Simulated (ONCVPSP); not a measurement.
An all-electron radial function and its pseudo partner (Cd)

Columns: radius, all-electron u(r) and pseudo u(r) of the 4s shell (level -141.39 eV) of cadmium in the configuration [Ar] 3d10 4s2 4p6 4d9; Wu-Cohen, scalar-relativistic, ONCV scheme, ONCVPSP 4.0.1.

```json
{"r (bohr)": "0.082", "all-electron": "0.4522", "pseudo": "0.1157"}
{"r (bohr)": "0.165", "all-electron": "-0.1263", "pseudo": "0.2411"}
{"r (bohr)": "0.248", "all-electron": "-0.6748", "pseudo": "0.3800"}
{"r (bohr)": "0.330", "all-electron": "-0.5612", "pseudo": "0.5300"}
{"r (bohr)": "0.413", "all-electron": "-0.0832", "pseudo": "0.6884"}
{"r (bohr)": "0.495", "all-electron": "0.4381", "pseudo": "0.8403"}
{"r (bohr)": "0.578", "all-electron": "0.8554", "pseudo": "0.9758"}
{"r (bohr)": "0.660", "all-electron": "1.1146", "pseudo": "1.0787"}
{"r (bohr)": "0.742", "all-electron": "1.2350", "pseudo": "1.1414"}
{"r (bohr)": "0.825", "all-electron": "1.2478", "pseudo": "1.1582"}
{"r (bohr)": "0.908", "all-electron": "1.1877", "pseudo": "1.1285"}
{"r (bohr)": "0.990", "all-electron": "1.0866", "pseudo": "1.0587"}
{"r (bohr)": "1.072", "all-electron": "0.9662", "pseudo": "0.9583"}
{"r (bohr)": "1.155", "all-electron": "0.8395", "pseudo": "0.8388"}
{"r (bohr)": "1.238", "all-electron": "0.7174", "pseudo": "0.7173"}
{"r (bohr)": "1.320", "all-electron": "0.6066", "pseudo": "0.6065"}
{"r (bohr)": "1.402", "all-electron": "0.5078", "pseudo": "0.5077"}
{"r (bohr)": "1.485", "all-electron": "0.4207", "pseudo": "0.4206"}
{"r (bohr)": "1.568", "all-electron": "0.3460", "pseudo": "0.3460"}
{"r (bohr)": "1.650", "all-electron": "0.2838", "pseudo": "0.2837"}
{"r (bohr)": "1.733", "all-electron": "0.2309", "pseudo": "0.2309"}
{"r (bohr)": "1.815", "all-electron": "0.1876", "pseudo": "0.1876"}
{"r (bohr)": "1.898", "all-electron": "0.1514", "pseudo": "0.1514"}
{"r (bohr)": "1.980", "all-electron": "0.1222", "pseudo": "0.1221"}
{"r (bohr)": "2.062", "all-electron": "0.0983", "pseudo": "0.0982"}
{"r (bohr)": "2.145", "all-electron": "0.0786", "pseudo": "0.0786"}
```

Problem. How many radial nodes do the two functions have?

Solution. The all-electron 4s function has n − l − 1 = 3 (the table is too coarse to show those close to the nucleus); the pseudo-wave has 0, since the states of the same l below it are removed with the core.

Problem. At about which radius was the pseudo-wave matched?

Solution. 1.20 bohr, where the columns begin to agree (steps of 0.08 bohr).

Problem. Where does each function peak?

Solution. Outermost all-electron maximum near 0.82 bohr, pseudo maximum near 0.82 bohr (to the table’s step).

Problem. Is the pseudo-wave norm-conserving?

Solution. Yes: the ONCV scheme keeps the norm inside the radius equal to the all-electron one, which fixes the energy derivative of the logarithmic derivative at the level.
